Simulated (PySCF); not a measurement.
## How methods differ on the ionisation energy of Pt⁷³⁺

Pt⁷³⁺ [He] 2s2 2p1 (2P) → Pt⁷⁴⁺ [He] 2s2 (1S), as a difference of total energies. Computed with PySCF 2.14 in an uncontracted even-tempered set (18 s from 53 bohr⁻², ratio 2.2; 13 p from 68 bohr⁻², ratio 2.2; 5 d from 250 bohr⁻², ratio 2.4; 5 f from 380 bohr⁻², ratio 2.4; 4 g from 570 bohr⁻², ratio 2.4), with the spin-free X2C one-electron Hamiltonian (Gaussian nucleus). Correlated levels: nothing frozen; virtual orbitals above 40 to 60 times the deepest correlated orbital energy dropped. The calculations carry no spin-orbit coupling.

| method | ionisation energy (eV) |
| --- | --- |
| UHF | 19992.2 |
| LDA | 19980.4 |
| PBE | 19994.2 |
| PBE0 | 19993.9 |
| r2SCAN | 19998.2 |
| BHandHLYP | 19995.3 |
| revPBE | 19993.9 |
| MP2 (all electrons) | 19992.2 |
| SCS-MP2 (all electrons) | 19991.9 |

A first-order spin-orbit estimate (lowest level to lowest level, LS coupling) adds 1142.1 eV.

For this ion Breit and QED terms and the two-electron picture change, all absent here, outweigh the differences among the correlated methods.

First order in ζ underestimates the shift of j = l − 1/2 levels at high Z.

For comparison: 21280 ± 90 eV (theoretical estimate listed by NIST; NIST Atomic Spectra Database, ionization energies).
